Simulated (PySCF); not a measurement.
C4H9F3OSi.
Bonds: C1–C2, C2–C3, C2–O4, O4–Si5, Si5–C6, C6–F7, C6–F8, C6–F9. Hydrogens: H10, H11, H12 on C1; H13 on C2; H14, H15, H16 on C3; H17, H18 on Si5.

Level: PBE0/pcSseg-1 and wB97X-D/def2-SVPD in PySCF, non-relativistic, on one gas-phase PBE0-D3(BJ)/def2-SVP geometry that isn't relaxed in the solvent. The solvent is an IEF-PCM continuum (Bondi radii, 1.10 Å for H, scaled by 1.2). Only the electrostatic response of the medium enters.

Gas phase at PBE0/pcSseg-1: HOMO -8.45 eV, LUMO 0.20 eV, dipole 3.41 D.

Q: What does the continuum do to the energy, the frontier levels and the dipole at PBE0/pcSseg-1 in chloroform?

A: 
```json
{"solvent": "chloroform", "ε": "4.711", "E(solvent) − E(gas) (kcal/mol)": "-2.45", "polarisation term (kcal/mol)": "-2.68", "distortion of the solute (kcal/mol)": "0.23", "HOMO (eV)": "-8.30", "LUMO (eV)": "0.36", "dipole (D)": "3.90"}
```

The polarisation term is half the interaction of the solute with the surface charges that it induces; the rest is the cost of distorting the solute's density. The sum is the electrostatic part of solvation alone.

Q: Which radius a makes the point-dipole formula ΔE = −[(ε − 1)/(2ε + 1)]·μ²/a³ give the value in chloroform, with the gas-phase dipole?

A: μ = 1.342 au and |ΔE| = 0.00390 Eh give a = 2.90 Å; the farthest nucleus lies 4.16 Å from the centroid of the nuclei, so such a sphere wouldn't even hold the nuclei. The formula assumes a rigid point dipole at the centre of a sphere.

Q: Which Mulliken charges (PBE0/pcSseg-1) respond most in chloroform (means over atoms taken as equivalent)?

A: 
| atoms | environment | gas (e) | solvent (e) | change |
| --- | --- | --- | --- | --- |
| O4 | silyl ether oxygen | -0.638 | -0.652 | -0.014 |
| H13 | methine hydrogen | +0.107 | +0.117 | +0.010 |
| C1/C3 | methyl carbon | -0.242 | -0.250 | -0.008 |
| H17/H18 | Si–H hydrogen | -0.102 | -0.094 | +0.008 |
| F7/F8/F9 | fluorine of a CF3 group | -0.271 | -0.277 | -0.006 |
| C6 | CF3 carbon | +0.531 | +0.528 | -0.003 |
| H10 (×6) | methyl hydrogen | +0.121 | +0.124 | +0.003 |
| C2 | sp3 carbon bound to oxygen | -0.031 | -0.028 | +0.003 |

Q: How do the nuclear quadrupole coupling constants eQVzz/h respond in chloroform?

A: 
| nucleus | Q (barn) | gas (MHz) | solvent (MHz) | η gas | η solvent |
| --- | --- | --- | --- | --- | --- |
| 17O at O4 | -0.0256 | -10.18 | -10.09 | 0.43 | 0.43 |

Gas phase at wB97X-D/def2-SVPD: HOMO -10.39 eV, LUMO 1.71 eV, dipole 3.52 D.

Q: What does the continuum do to the energy, the frontier levels and the dipole at wB97X-D/def2-SVPD in chloroform?

A: 
| solvent | ε | E(solvent) − E(gas) (kcal/mol) | polarisation term (kcal/mol) | distortion of the solute (kcal/mol) | HOMO (eV) | LUMO (eV) | dipole (D) |
| --- | --- | --- | --- | --- | --- | --- | --- |
| chloroform | 4.711 | -2.38 | -2.65 | 0.27 | -10.24 | 1.89 | 4.08 |

Q: How does the static polarisability (wB97X-D/def2-SVPD, frozen core, with the continuum's full static response) change?

A: 
```tsv
medium	isotropic (au)	principal values (au)	⟨r²⟩ of the electrons (bohr²)
gas	81.6	73.3, 79.9, 91.8	1881.9
chloroform	97.7	91.0, 96.4, 105.6	1881.5
```

The isotropic value in chloroform is 1.20 times the gas-phase one; no cavity-field correction is applied. ⟨r²⟩ is taken about the centre of nuclear charge.

The values belong to the conformer `[CH3:1][CH:2]([CH3:3])[O:4][SiH2:5][C:6]([F:7])([F:8])[F:9]`: C1–C2–O4–Si5 80°, C2–O4–Si5–C6 150°, O4–Si5–C6–F7 -179°.

wB97X-D is run here without its empirical dispersion term; that term would change no orbital, density or response property at a fixed geometry.
